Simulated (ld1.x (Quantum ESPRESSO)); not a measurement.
## Cutoff test, cadmium (Cd), RRKJ

```json
{"Element": "cadmium", "Generator": "ld1.x (Quantum ESPRESSO) 7.5", "Type": "norm-conserving RRKJ (Kleinman–Bylander form)", "Functional": "PBE", "Relativity": "fully relativistic", "Frozen core": "[Ar] 3d10", "Valence charge": "20", "Reference configuration": "4s2 4p6 4d10 5s0 5p0 (charge +2)", "Partial waves": "4p (bound): rc 1.65 bohr; 4d (bound): rc 1.55 bohr; 4s (bound): rc 0.85 bohr", "Local potential": "the s channel", "Core correction": "a·sin(br)/r model core inside 0.78 bohr"}
```

Open shells are filled in proportion to 2j + 1 (rel_dist='average').

The pseudo-atom Hamiltonian at the reference potential is diagonalised in spherical Bessel functions j_l(qr) that vanish at 20 bohr, with q² up to the cutoff. All-electron valence levels (Ry): 4p1/2 -6.6056, 5p1/2 -1.0971, 4p3/2 -6.1782, 5p3/2 -1.0616, 4d3/2 -2.2689, 4d5/2 -2.2162, 4s -9.1692, 5s -1.5664.

Task: How do the lowest levels (Ry) of each channel move with the cutoff, and are there ghosts?

Result:

```json
{"cutoff (Ry)": "8", "p1/2 #1": "-4.0127", "p1/2 #2": "-0.8179", "p1/2 #3": "-0.3545", "p3/2 #1": "-3.9327", "p3/2 #2": "-0.8125", "d3/2 #1": "-0.9163", "d3/2 #2": "-0.3638", "d5/2 #1": "-0.9155", "d5/2 #2": "-0.3636", "s #1": "-7.5597", "s #2": "-1.3468", "s #3": "-0.5025", "f #1": "-0.2781", "Σ f·Δε (mRy)": "30583.8"}
{"cutoff (Ry)": "18", "p1/2 #1": "-6.0910", "p1/2 #2": "-1.0253", "p1/2 #3": "-0.4091", "p3/2 #1": "-5.7966", "p3/2 #2": "-1.0054", "d3/2 #1": "-1.4939", "d3/2 #2": "-0.4536", "d5/2 #1": "-1.4832", "d5/2 #2": "-0.4524", "s #1": "-7.7683", "s #2": "-1.3879", "s #3": "-0.5145", "f #1": "-0.2791", "Σ f·Δε (mRy)": "12837.2"}
{"cutoff (Ry)": "35", "p1/2 #1": "-6.5961", "p1/2 #2": "-1.1002", "p1/2 #3": "-0.4294", "p3/2 #1": "-6.1733", "p3/2 #2": "-1.0677", "d3/2 #1": "-2.1095", "d3/2 #2": "-0.5100", "d5/2 #1": "-2.0703", "d5/2 #2": "-0.5073", "s #1": "-8.6586", "s #2": "-1.4902", "s #3": "-0.5401", "f #1": "-0.2794", "Σ f·Δε (mRy)": "2554.6"}
{"cutoff (Ry)": "55", "p1/2 #1": "-6.6053", "p1/2 #2": "-1.1064", "p1/2 #3": "-0.4313", "p3/2 #1": "-6.1779", "p3/2 #2": "-1.0773", "d3/2 #1": "-2.2625", "d3/2 #2": "-0.5220", "d5/2 #1": "-2.2104", "d5/2 #2": "-0.5187", "s #1": "-9.0797", "s #2": "-1.5587", "s #3": "-0.5577", "f #1": "-0.2795", "Σ f·Δε (mRy)": "223.4"}
{"cutoff (Ry)": "90", "p1/2 #1": "-6.6053", "p1/2 #2": "-1.1074", "p1/2 #3": "-0.4317", "p3/2 #1": "-6.1779", "p3/2 #2": "-1.0980", "d3/2 #1": "-2.2673", "d3/2 #2": "-0.5225", "d5/2 #1": "-2.2145", "d5/2 #2": "-0.5191", "s #1": "-9.1096", "s #2": "-1.5661", "s #3": "-0.5597", "f #1": "-0.2795", "Σ f·Δε (mRy)": "119.4"}
{"cutoff (Ry)": "140", "p1/2 #1": "-6.6053", "p1/2 #2": "-1.1076", "p1/2 #3": "-0.4317", "p3/2 #1": "-6.1779", "p3/2 #2": "-1.1023", "d3/2 #1": "-2.2673", "d3/2 #2": "-0.5225", "d5/2 #1": "-2.2146", "d5/2 #2": "-0.5191", "s #1": "-9.1612", "s #2": "-1.5719", "s #3": "-0.5611", "f #1": "-0.2795", "Σ f·Δε (mRy)": "16.1"}
{"cutoff (Ry)": "230", "p1/2 #1": "-6.6053", "p1/2 #2": "-1.1078", "p1/2 #3": "-0.4318", "p3/2 #1": "-6.1779", "p3/2 #2": "-1.1108", "d3/2 #1": "-2.2673", "d3/2 #2": "-0.5225", "d5/2 #1": "-2.2146", "d5/2 #2": "-0.5191", "s #1": "-9.1676", "s #2": "-1.5731", "s #3": "-0.5615", "f #1": "-0.2795", "Σ f·Δε (mRy)": "3.3"}
{"cutoff (Ry)": "400", "p1/2 #1": "-6.6053", "p1/2 #2": "-1.1078", "p1/2 #3": "-0.4318", "p3/2 #1": "-6.1779", "p3/2 #2": "-1.1114", "d3/2 #1": "-2.2673", "d3/2 #2": "-0.5225", "d5/2 #1": "-2.2146", "d5/2 #2": "-0.5191", "s #1": "-9.1692", "s #2": "-1.5733", "s #3": "-0.5615", "f #1": "-0.2795", "Σ f·Δε (mRy)": "0.0"}
```

Result: no extra level below or beside the all-electron valence levels (p1/2, p3/2, d3/2, d5/2, s, f tested); 10 mRy is reached at 160 Ry and 1 mRy at 300 Ry.

Its largest configuration-test error is +353 meV.
